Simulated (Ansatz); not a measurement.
The Ge1–Cl3 bond of ClFGeH2 (SMILES [F][GeH2][Cl]) is stretched (multiplicity 1, the rest rigid).
Geometry at rest (charge 0, multiplicity 1):
```
atom    x (Å)    y (Å)    z (Å)
----  -------  -------  -------
Ge    -0.4872  -0.2878   0.0418
F     -1.1704   1.3135   0.0343
Cl     1.6442  -0.0414  -0.1076
H     -0.8264  -0.9112   1.3962
H     -0.9993  -0.9971  -1.2124
```

Cores are frozen in the correlated methods. Filled d and f shells under p-block atoms count as core.

Codes used: Ansatz (Gaussian orbitals). 

FIC-MRCISD+Q on CASSCF(6,4)/def2-SVP, total energies (hartree):

```csv
R (Å),CASSCF,MRCISD,weight c² of the reference
2.151,-2635.065780,-2635.455350,0.89710
3.764,-2634.940588,-2635.320033,0.89803
6.882,-2634.928680,-2635.306193,0.89865
```

Q: Add the Davidson correction (E_MRCISD − E_CASSCF)(1 − c²)/c² and give the energies above the first point at the three levels.

A: 
Corrections (hartree): -0.044684, -0.043084, -0.042574. Above the first point (kcal/mol):
- R = 3.764 Å: CASSCF 78.6, MRCISD 84.9, with the correction 85.9
- R = 6.882 Å: CASSCF 86.0, MRCISD 93.6, with the correction 94.9

Doubts at one or more of the structures used: active orbitals that take no part (FIC-MRCISD+Q on CASSCF(6,4)/def2-SVP).

Ansatz is a program for electronic structure.
